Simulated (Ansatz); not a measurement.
```xyz
31

C    -2.4515   -2.9707    0.4171
C    -1.6422   -1.6882    0.4716
C    -0.7579   -1.6627    1.7075
C    -2.5486   -0.4699    0.4218
O    -0.8358   -1.6954   -0.7207
Si    0.5044   -0.9220   -1.1392
Cl    0.5860   -1.0015   -3.1741
Cl    2.1667   -1.9144   -0.4530
O     0.4750    0.5885   -0.5916
C     1.4090    1.6751   -0.4729
C     2.0918    1.5579    0.8795
C     0.5704    2.9385   -0.5477
C     2.4238    1.6390   -1.6028
H    -1.7891   -3.8383    0.4239
H    -3.0497   -3.0006   -0.4952
H    -3.1217   -3.0362    1.2769
H    -1.3744   -1.7042    2.6079
H    -0.0792   -2.5174    1.7152
H    -0.1655   -0.7457    1.7463
H    -3.2178   -0.4589    1.2851
H    -3.1547   -0.4885   -0.4860
H    -1.9578    0.4473    0.4260
H     2.6690    0.6342    0.9436
H     1.3490    1.5613    1.6800
H     2.7694    2.4000    1.0362
H     0.0551    2.9958   -1.5082
H     1.2016    3.8227   -0.4375
H    -0.1778    2.9454    0.2473
H     3.0206    0.7249   -1.5700
H     1.9272    1.6960   -2.5727
H     3.1046    2.4881   -1.5142
```

Charge 0, multiplicity 1.

Problem. List the PBE/def2-TZVPP orbital energies in eV (the Gaussian-basis code of Ansatz). (Estimate.)

Solution. Computed: Occupied: -2738.80, -2738.77, -1781.73, -510.54, -510.40, -270.99, -270.88, -268.76, -268.75, -268.75, -268.72, -268.63, -268.63, -249.39, -249.36, -190.07, -190.05, -189.92, -189.92, -189.89, -189.89, -139.16, -95.93, -95.92, -95.88, -25.91, -25.39, -20.80, -20.14, -19.96, -19.82, -17.27, -17.25, -17.20, -17.14, -15.15, -14.36, -12.48, -12.09, -11.61, -11.44, -11.26, -11.18, -11.07, -10.32, -10.03, -9.97, -9.81, -9.67, -9.61, -9.42, -8.99, -8.88, -8.78, -8.69, -8.68, -8.61, -8.31, -8.15, -7.91, -7.64, -7.52, -7.16, -6.93, -6.84. Lowest empty: -0.14, 0.24, 0.52, 0.86, 0.92, 1.37, 1.46, 1.60.
